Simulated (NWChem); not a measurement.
System: tert-butyl chloride (C4H9Cl); SMILES CC(C)(C)Cl

Parts of the log:

```
             Northwest Computational Chemistry Package (NWChem) 7.3.0
             --------------------------------------------------------

                             Geometry "geometry" -> ""
                             -------------------------

 Output coordinates in angstroms (scale by  1.889725989 to convert to a.u.)

  No.       Tag          Charge          X              Y              Z
 ---- ---------------- ---------- -------------- -------------- --------------
    1 C                    6.0000    -0.30571200     1.42075200    -0.80252100
    2 C                    6.0000     0.00000000     0.00000000    -0.35635500
    3 C                    6.0000     1.38326300    -0.44562200    -0.80252100
    4 C                    6.0000    -1.07755100    -0.97513000    -0.80252100
    5 Cl                  17.0000     0.00000000     0.00000000     1.47467900
    6 H                    1.0000    -0.31717000     1.47089000    -1.90369500
    7 H                    1.0000    -1.28732600     1.74711300    -0.43014300
    8 H                    1.0000     0.45561400     2.12168600    -0.43119800
    9 H                    1.0000     2.15670700     0.24130100    -0.43014300
   10 H                    1.0000     1.60962700    -1.45541600    -0.43119800
   11 H                    1.0000     1.43241400    -0.46076800    -1.90369500
   12 H                    1.0000    -1.11524300    -1.01012300    -1.90369500
   13 H                    1.0000    -2.06524000    -0.66627000    -0.43119800
   14 H                    1.0000    -0.86938100    -1.98841400    -0.43014300

 Effective nuclear repulsion energy (a.u.)     241.0553994828

                              NWChem Property Module
                              ----------------------

  itol2e modified to match energy
  convergence criterion.

                                 NWChem DFT Module
                                 -----------------

 Summary of "ao basis" -> "ao basis" (spherical)
 ------------------------------------------------------------------------------
       Tag                 Description            Shells   Functions and Types
 ---------------- ------------------------------  ------  ---------------------
 C                          pcsseg-1                 7       17   3s3p1d
 Cl                         pcsseg-1                10       24   4s5p1d
 H                          pcsseg-1                 3        5   2s1p

  itol2e modified to match energy
  convergence criterion.

            General Information
            -------------------
          SCF calculation type: DFT
          Wavefunction type:  closed shell.
          No. of atoms     :    14
          No. of electrons :    50
           Alpha electrons :    25
            Beta electrons :    25
          Charge           :     0
          Spin multiplicity:     1
          Use of symmetry is: off; symmetry adaption is: off
          Maximum number of iterations: 150
          AO basis - number of functions:   137
                     number of shells:    65
          Convergence on energy requested:  1.00D-07
          Convergence on density requested:  1.00D-05
          Convergence on gradient requested:  5.00D-04

              XC Information
              --------------
                        Slater Exchange Functional  1.000 local
                      VWN V Correlation Functional  1.000 local

             Grid Information
             ----------------
          Grid used for XC integration:  fine
          Radial quadrature: Mura-Knowles
          Angular quadrature: Lebedev.
          Tag              B.-S. Rad. Rad. Pts. Rad. Cut. Ang. Pts.
          ---              ---------- --------- --------- ---------
          C                   0.70       70          11.0       590
          Cl                  1.00      123          11.0       770
          H                   0.35       60          12.0       590
          Grid pruning is: on
          Number of quadrature shells:   943
          Spatial weights used:  Erf1

      Superposition of Atomic Density Guess
      -------------------------------------

 Sum of atomic energies:        -614.54362900

      Non-variational initial energy
      ------------------------------

 Total energy =    -617.707938
 1-e energy   =   -1319.600730
 2-e energy   =     460.837392
 HOMO         =      -0.385011
 LUMO         =       0.043994

   convergence    iter        energy       DeltaE   RMS-Dens  Diis-err
 ---------------- ----- ----------------- --------- --------- ---------
 d= 0,ls=0.0,diis     1   -614.9622764639 -8.56D+02  7.52D-03  1.40D+00
 d= 0,ls=0.0,diis     2   -614.9385939240  2.37D-02  8.03D-03  8.79D-01
 d= 0,ls=0.0,diis     3   -614.9750187176 -3.64D-02  3.98D-03  5.23D-01
 d= 0,ls=0.0,diis     4   -615.0402188533 -6.52D-02  5.08D-04  7.45D-03
 d= 0,ls=0.0,diis     5   -615.0409723428 -7.53D-04  1.67D-04  1.38D-03
  Resetting Diis
 d= 0,ls=0.0,diis     6   -615.0411344926 -1.62D-04  5.24D-05  3.28D-05
 d= 0,ls=0.0,diis     7   -615.0411391204 -4.63D-06  2.47D-05  2.50D-06
 d= 0,ls=0.0,diis     8   -615.0411389016  2.19D-07  1.40D-05  4.30D-06
 d= 0,ls=0.0,diis     9   -615.0411394148 -5.13D-07  9.55D-07  2.05D-08
 d= 0,ls=0.0,diis    10   -615.0411394172 -2.40D-09  1.87D-07  1.07D-09

         Total DFT energy =     -615.041139417167
      One electron energy =    -1325.037973888392
           Coulomb energy =      519.181285268210
    Exchange-Corr. energy =      -50.239850279770
 Nuclear repulsion energy =      241.055399482785

 Numeric. integr. density =       49.999996663170

                       DFT Final Molecular Orbital Analysis
                       ------------------------------------

 Vector   23  Occ=2.000000D+00  E=-3.176101D-01
              MO Center= -2.4D-02,  6.1D-02, -5.9D-01, r^2= 3.6D+00
   Bfn.  Coefficient  Atom+Function         Bfn.  Coefficient  Atom+Function
  ----- ------------  ---------------      ----- ------------  ---------------
    24      0.218500   2 C  px               41     -0.218202   3 C  px
   128      0.206216  13 H  s                58     -0.197058   4 C  px
   108     -0.193643   9 H  s                98      0.177099   7 H  s
    44     -0.167174   3 C  px               61     -0.157306   4 C  px
   103     -0.154936   8 H  s                 7     -0.147178   1 C  px

 Vector   24  Occ=2.000000D+00  E=-2.547758D-01
              MO Center= -6.3D-02,  7.3D-03,  1.2D+00, r^2= 2.1D+00
   Bfn.  Coefficient  Atom+Function         Bfn.  Coefficient  Atom+Function
  ----- ------------  ---------------      ----- ------------  ---------------
    83      0.488809   5 Cl py               86      0.445398   5 Cl py
    82      0.211750   5 Cl px               85      0.192946   5 Cl px
    74     -0.134933   5 Cl py               77     -0.134858   5 Cl py
    54      0.117755   4 C  s                 3     -0.105178   1 C  s
    25     -0.095780   2 C  py              123     -0.091728  12 H  s

 Vector   25  Occ=2.000000D+00  E=-2.547754D-01
              MO Center=  6.3D-02, -7.3D-03,  1.2D+00, r^2= 2.1D+00
   Bfn.  Coefficient  Atom+Function         Bfn.  Coefficient  Atom+Function
  ----- ------------  ---------------      ----- ------------  ---------------
    82      0.488810   5 Cl px               85      0.445398   5 Cl px
    83     -0.211751   5 Cl py               86     -0.192947   5 Cl py
    73     -0.134933   5 Cl px               76     -0.134858   5 Cl px
    37     -0.128705   3 C  s               118      0.100260  11 H  s
    24     -0.095780   2 C  px               43     -0.089500   3 C  pz

 Vector   26  Occ=0.000000D+00  E=-1.987874D-02
              MO Center= -2.6D-06,  3.8D-06,  3.9D-01, r^2= 3.7D+00
   Bfn.  Coefficient  Atom+Function         Bfn.  Coefficient  Atom+Function
  ----- ------------  ---------------      ----- ------------  ---------------
    20      0.952188   2 C  s                29      0.869981   2 C  pz
    87      0.796407   5 Cl pz               72     -0.686933   5 Cl s
    26      0.360143   2 C  pz               84      0.327762   5 Cl pz
    99     -0.217936   7 H  s               104     -0.217610   8 H  s
   109     -0.217937   9 H  s               114     -0.217602  10 H  s

 Vector   27  Occ=0.000000D+00  E= 8.964875D-03
              MO Center= -9.8D-06,  7.8D-06, -1.4D+00, r^2= 6.7D+00
   Bfn.  Coefficient  Atom+Function         Bfn.  Coefficient  Atom+Function
  ----- ------------  ---------------      ----- ------------  ---------------
     3      0.794777   1 C  s                37      0.794756   3 C  s
    54      0.794759   4 C  s                94     -0.655985   6 H  s
   119     -0.655986  11 H  s               124     -0.655988  12 H  s
    20      0.429453   2 C  s                99     -0.333641   7 H  s
   104     -0.333757   8 H  s               109     -0.333646   9 H  s

 Vector   28  Occ=0.000000D+00  E= 6.609951D-02
              MO Center= -1.8D-01,  5.4D-01, -4.7D-01, r^2= 8.3D+00
   Bfn.  Coefficient  Atom+Function         Bfn.  Coefficient  Atom+Function
  ----- ------------  ---------------      ----- ------------  ---------------
   129      1.035164  13 H  s               109     -0.988183   9 H  s
    99      0.922229   7 H  s               104     -0.853720   8 H  s
    37      0.835741   3 C  s                54     -0.786745   4 C  s
    10      0.662528   1 C  px               61      0.536809   4 C  px
    44      0.490185   3 C  px              119     -0.416707  11 H  s

     Multipole analysis of the density
     ---------------------------------

     L   x y z        total         alpha         beta         nuclear
     -   - - -        -----         -----         ----         -------
     0   0 0 0     -0.000000    -25.000000    -25.000000     50.000000

     1   1 0 0     -0.000013     -0.000008     -0.000008      0.000004
     1   0 1 0      0.000009      0.000006      0.000006     -0.000002
     1   0 0 1     -0.884216     -0.622508     -0.622508      0.360800

     2   2 0 0    -29.488204    -79.973600    -79.973600    130.458996
     2   1 1 0      0.000003      0.000011      0.000011     -0.000018
     2   1 0 1     -0.000001      0.000004      0.000004     -0.000008
     2   0 2 0    -29.488211    -79.973628    -79.973628    130.459045
     2   0 1 1     -0.000022     -0.000014     -0.000014      0.000007
     2   0 0 2    -30.947134   -124.943131   -124.943131    218.939129

          -----------------------------------------
          Chemical Shielding Tensors (GIAO, in ppm)
          -----------------------------------------

                                NWChem CPHF Module
                                ------------------

  scftype          =     RHF
  nclosed          =       25
  nopen            =        0
  variables        =     2800
  # of vectors     =        3
  tolerance        = 0.10D-03
  level shift      = 0.00D+00
  max iterations   =       50
  max subspace     =       30

 SCF residual:    1.4651654437421954E-005

Iterative solution of linear equations
  No. of variables     2800
  No. of equations        3
  Maximum subspace       30
        Iterations       50
       Convergence  1.0D-04

   iter   nsub   residual    time
   ----  ------  --------  ---------
     1      3    4.67D-06      92.7

      Atom:    1  C
        Diamagnetic
    243.1178     -3.7339      1.4894
     -3.7339    259.6720     -6.9191
      1.4894     -6.9191    246.6665

        Paramagnetic
   -120.5545     -6.8315      2.1831
     -6.8315    -90.3062    -10.2073
      2.1831    -10.2073   -111.1662

        Total Shielding Tensor
    122.5633    -10.5654      3.6726
    -10.5654    169.3658    -17.1264
      3.6726    -17.1264    135.5003

           isotropic =     142.4765
          anisotropy =      54.3897

          Principal Components and Axis System
                 1           2           3
              178.7363    128.4043    120.2888

      1        -0.1950     -0.0806      0.9775
      2         0.9061      0.3667      0.2110
      3        -0.3755      0.9268      0.0015

      Atom:    2  C
        Diamagnetic
    249.3576      0.0001      0.0000
      0.0001    249.3581     -0.0000
      0.0000     -0.0000    252.6812

        Paramagnetic
   -169.4729     -0.0001     -0.0001
     -0.0001   -169.4734      0.0000
     -0.0001      0.0000    -99.5096

        Total Shielding Tensor
     79.8848     -0.0000     -0.0001
     -0.0000     79.8847     -0.0000
     -0.0001     -0.0000    153.1716

           isotropic =     104.3137
          anisotropy =      73.2868

          Principal Components and Axis System
                 1           2           3
              153.1716     79.8848     79.8847

      1        -0.0000      0.9974      0.0717
      2        -0.0000     -0.0717      0.9974
      3         1.0000      0.0000      0.0000

      Atom:    3  Cl
        Diamagnetic
   1142.0876     -0.0000      0.0000
     -0.0000   1142.0876     -0.0000
      0.0000     -0.0000   1155.9963

        Paramagnetic
   -755.7645     -0.0015      0.0006
     -0.0015   -755.7679      0.0005
      0.0006      0.0005   -136.8414

        Total Shielding Tensor
    386.3231     -0.0016      0.0007
     -0.0016    386.3197      0.0004
      0.0007      0.0004   1019.1550

           isotropic =     597.2659
          anisotropy =     632.8336

          Principal Components and Axis System
                 1           2           3
             1019.1550    386.3237    386.3191

      1         0.0000      0.9313      0.3642
      2         0.0000     -0.3642      0.9313
      3         1.0000     -0.0000     -0.0000

      Atom:    4  H
        Diamagnetic
     22.4793     -1.1125      1.0716
     -1.1125     27.4037     -4.9410
      1.0716     -4.9410     38.1895

        Paramagnetic
      3.6370      0.4601     -0.2375
      0.4601      1.6018      1.0779
     -0.2375      1.0779     -4.7214

        Total Shielding Tensor
     26.1163     -0.6524      0.8341
     -0.6524     29.0054     -3.8631
      0.8341     -3.8631     33.4681

           isotropic =      29.5299
          anisotropy =       9.4222

          Principal Components and Axis System
                 1           2           3
               35.8114     26.8026     25.9758

      1         0.1076     -0.1798      0.9778
      2        -0.4985      0.8412      0.2095
      3         0.8602      0.5100     -0.0008

      Atom:    5  H
        Diamagnetic
     33.4835     -7.3018     -2.6086
     -7.3018     29.6492     -0.3810
     -2.6086     -0.3810     23.9905

        Paramagnetic
     -3.3567      3.4322      2.2049
      3.4322      0.8322     -0.0179
      2.2049     -0.0179      2.5571

        Total Shielding Tensor
     30.1268     -3.8696     -0.4038
     -3.8696     30.4814     -0.3990
     -0.4038     -0.3990     26.5476

           isotropic =      29.0519
          anisotropy =       7.6887

          Principal Components and Axis System
                 1           2           3
               34.1778     27.0596     25.9185

      1        -0.6907     -0.4850      0.5364
      2         0.7232     -0.4619      0.5135
      3        -0.0013      0.7425      0.6698
```

Level: LDA (Slater exchange, VWN5)/pcSseg-1, GIAO. All runs use the structure optimised with PBE0/def2-SVP. The output numbers the shielded atoms by their place in the input's list. The printed shielding anisotropy is the first printed principal value minus the mean of the other two.

**Question.** Reconstruct the input file.

**Answer.** One answer among several that fit: the input that was run:
```
start job
memory heap 200 mb stack 900 mb global 1100 mb
geometry units angstroms noautosym nocenter noautoz
  C     -0.305712     1.420752    -0.802521
  C      0.000000     0.000000    -0.356355
  C      1.383263    -0.445622    -0.802521
  C     -1.077551    -0.975130    -0.802521
  Cl     0.000000     0.000000     1.474679
  H     -0.317170     1.470890    -1.903695
  H     -1.287326     1.747113    -0.430143
  H      0.455614     2.121686    -0.431198
  H      2.156707     0.241301    -0.430143
  H      1.609627    -1.455416    -0.431198
  H      1.432414    -0.460768    -1.903695
  H     -1.115243    -1.010123    -1.903695
  H     -2.065240    -0.666270    -0.431198
  H     -0.869381    -1.988414    -0.430143
end
basis spherical
  C library pcsseg-1
  Cl library pcsseg-1
  H library pcsseg-1
end
dft
  xc slater vwn_5
  iterations 150
end
property
  shielding 5 1 2 5 6 7
end
task dft property
```
